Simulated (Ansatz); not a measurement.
System: SiHCl$_{2}$F, charge 0, singlet. SiHCl2F (SMILES F[SiH](Cl)Cl).
B3LYP-D3(BJ)/def2-TZVP minimum from Ansatz (a program for electronic structure):
```
Si
F 1 1.5869
H 1 1.4618 2 109.09
Cl 1 2.0347 3 110.36 2 -118.90
Cl 1 2.0347 3 110.36 2 118.90
```
Charge 0, spin multiplicity 1.

Total energies in hartree (Ansatz). Radicals and triplets start from unrestricted determinants; spin-orbit coupling is neglected. Correlated methods leave the cores frozen. No relativity. Where a partner has so few electrons that a lower coupled-cluster level is exact, that level stands in.

```tsv
species	HF/cc-pV(T+d)Z	CCSD(T)/cc-pV(T+d)Z	HF/cc-pV(Q+d)Z	CCSD(T)/cc-pV(Q+d)Z	CCSD(T)/cc-pV(D+d)Z	CCSDT(Q)/cc-pV(D+d)Z
1: SiHCl2F (dichloro(fluoro)silane, SMILES Cl[SiH](F)Cl)	-1308.23214	-1309.04118	-1308.25319	-1309.13609	-1308.74005	-1308.74216
2: Si (triplet)	-288.85649	-288.93344	-288.85845	-288.93781	-288.91643	-288.91690
3: F (doublet)	-99.40552	-99.62036	-99.41377	-99.65026	-99.52757	-99.52776
4: Cl (doublet)	-459.48556	-459.67356	-459.48916	-459.69449	-459.60403	-459.60445
5: H (doublet)	-0.49981	-0.49981	-0.49995	-0.49995	-0.49928	-0.49928
```

Task: Work out the atomisation energy (electronic, to ground-state atoms) in kJ/mol: take Hartree-Fock from cc-pV(Q+d)Z, extrapolate the CCSD(T) correlation energy as X^-3 (X = 3, 4), and add CCSDT(Q) - CCSD(T) in cc-pV(D+d)Z. 1 hartree = 2625.5 kJ/mol.

Result: 
Species 1: correlation (64·(-0.88290) - 27·(-0.80904))/37 = -0.93680; step -0.00211; E1 = -1308.25319 + (-0.93680) + (-0.00211) = -1309.19210
Species 2: correlation (64·(-0.07936) - 27·(-0.07695))/37 = -0.08112; step -0.00047; E2 = -288.85845 + (-0.08112) + (-0.00047) = -288.94004
Species 3: correlation (64·(-0.23649) - 27·(-0.21484))/37 = -0.25229; step -0.00019; E3 = -99.41377 + (-0.25229) + (-0.00019) = -99.66625
Species 4: correlation (64·(-0.20533) - 27·(-0.18800))/37 = -0.21798; step -0.00042; E4 = -459.48916 + (-0.21798) + (-0.00042) = -459.70756
Species 5: correlation (64·(0.00000) - 27·(0.00000))/37 = 0.00000; step +0.00000; E5 = -0.49995 + (0.00000) + (+0.00000) = -0.49995
-1·E1 +1·E2 +1·E3 +2·E4 +1·E5 = 0.67074 hartree = 1761.0 kJ/mol.
